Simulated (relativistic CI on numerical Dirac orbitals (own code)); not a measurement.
Hyperfine structure of Co XX, mass number 59

Calculated at this level of theory: Dirac-Coulomb-Breit CI, orbitals from a KLI potential per configuration, model QED, unscaled Slater integrals (own radial code, finite nucleus).

Configuration list (outside the closed core 1s2): 2s2.2p4, 2s.2p5, 2p6, 2p5.3s, 2p5.3p, 2p5.3d, 2s2.2p3.3s, 2s2.2p3.3p, 2s2.2p3.3d, 2s.2p4.3s, 2s.2p4.3p, 2s.2p4.3d, 2s2.2p3.4s, 2s2.2p3.4p, 2s2.2p3.4d, 2s2.2p3.4f. Levels of other configurations are missing.

Nuclear spin I = 7/2, μ = 4.615 μN, Q = 0.42 b (tables of Stone and Pyykkö). The electronic factors are computed for point nuclear moments, without core polarisation or the Bohr-Weisskopf and QED corrections.

```csv
Level,E (Ry),A (GHz),B (GHz)
2s2.2p4 3P_2,0.0000,39.48,16.3
2s2.2p4 3P_1,0.9762,-2.025,-11.7
2s2.2p4 1D_2,1.7431,84.33,-39.9
2s.2p5 3P°_2,8.9999,203.1,-23.2
2s.2p5 3P°_1,9.6583,139.5,10.7
2s.2p5 1P°_1,12.4399,188.4,-22.4
2s2.2p3.3s 5S°_2,66.3336,51.26,2.98
2s2.2p3.3s 3S°_1,66.8276,-24.21,3.26
```

Levels with J = 0, under 50 % of one LS term, or S terms without an open s electron are left out. Small factors come from cancelling terms and can be off by tens of per cent or more.

At this charge energies of transitions that change n are usually good to better than 1 %, and those within a shell (Δn = 0) to a few per cent.

Task: Give the hyperfine levels of 2s2.2p4 3P_2 relative to its centre of gravity.

Result: With K = F(F + 1) − I(I + 1) − J(J + 1), E = AK/2 + B[¾K(K + 1) − I(I + 1)J(J + 1)]/[2I(2I − 1)J(2J − 1)]: F = 3/2: -346.5, F = 5/2: -255.1, F = 7/2: -123.1, F = 9/2: 53.68, F = 11/2: 280.4 GHz.

LS names give the leading component of a level, which can be under half, so a name can repeat, a term be missing and a line seem to break the LS rules.
